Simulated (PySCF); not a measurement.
## Computed properties of HOSn, SMILES [Sn]=[OH+]

HOSn, SMILES [OH+]=[Sn] (connectivity only; charge and spin as stated), charge +1, multiplicity 1. Coordinates come from a B3LYP-D3(BJ)/def2-TZVP optimisation. The isomer is the one that the SMILES or the coordinates give; other isomers of the formula were not compared. The def2 effective core potentials stand for the cores of Sn; spin–orbit coupling is left out. One conformer was computed; it need not be the lowest. All values are computed for the isolated molecule unless a solvent is named; none is compared with measurement here.

**Structure.** The optimised structure has C∞v symmetry. All 4 harmonic modes at B3LYP-D3(BJ)/def2-TZVP (PySCF) are real, so it is a minimum.

**Vibrations.** The strongest infrared lines (harmonic, unscaled, degenerate partners summed) lie at 101 cm⁻¹ (464 km/mol, H 87 %, O 13 %), 3824 cm⁻¹ (435 km/mol, H 94 %), 747 cm⁻¹ (92 km/mol, O 82 %, Sn 13 %). The softest mode is at 101 cm⁻¹ and the zero-point energy is 6.8 kcal/mol.

**Electronic structure.** ωB97X/def2-TZVPD (PySCF) places the frontier levels at -17.86 and -6.47 eV, a gap of 11.39 eV and a mean polarisability of 30.8 bohr³.

**Excitations.** TDDFT-M06-2X/def2-TZVPD (PySCF) has S1 at 5.63 eV (220 nm, f = 0.000, dark); the most intense of the 10 singlets computed lies at 9.41 eV (f = 1.01). Strengths of degenerate partners are summed. T1 (TDA) is at 4.72 eV. No vertical singlet excitation falls in the visible range (under 3.1 eV).
